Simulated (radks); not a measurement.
The numbers below are computed, except where a source is named.
Problem. Excited configurations of neutral copper: one electron is placed in a higher orbital outside [Ar] 3d10. The ground configuration is [Ar] 3d10 4s1. Code: a radial shooting solver on a logarithmic mesh with Libxc functionals. Model: non-relativistic Kohn-Sham, PBE, spin-polarised, spherical densities, point nucleus; open shells are filled with parallel spins first. Excitation = E - E(ground); binding = E(ion) - E, where the ion is the core of charge +1; n* = 1/sqrt(2 binding) in atomic units, and the quantum defect is n - n*.

| outer orbital | excitation (eV) | binding (eV) | n* | quantum defect | eigenvalue (eV) | <r> (bohr) |
|---|---|---|---|---|---|---|
| 4p | 4.009 | 4.135 | 1.814 | 2.186 | -1.923 | 4.447 |
| 4d | 6.485 | 1.659 | 2.864 | 1.136 | -0.800 | 9.920 |
| 4f | 7.180 | 0.964 | 3.757 | 0.243 | -0.482 | 16.78 |
| 5s | 5.437 | 2.707 | 2.242 | 2.758 | -1.653 | 8.082 |
| 6p | 7.034 | 1.110 | 3.501 | 2.499 | -0.706 | 19.45 |
| 6d | 7.436 | 0.708 | 4.384 | 1.616 | -0.451 | 30.03 |
| 7s | 7.261 | 0.883 | 3.925 | 3.075 | -0.585 | 26.02 |
| 7p | 7.415 | 0.729 | 4.321 | 2.679 | -0.488 | 30.80 |
| 7d | 7.634 | 0.510 | 5.168 | 1.832 | -0.343 | 43.68 |

Estimate the row for 6s.

Solution. excitation (eV) 6.734; binding (eV) 1.410; n* 3.107; quantum defect 2.893; eigenvalue (eV) -0.906; <r> (bohr) 15.81. The Delta-SCF ionisation energy is 8.144 eV (NIST Atomic Spectra Database: 7.726 eV, measured). Self-interaction in the functional shifts the binding energies and quantum defects, so they are the method's values and not measured ones.
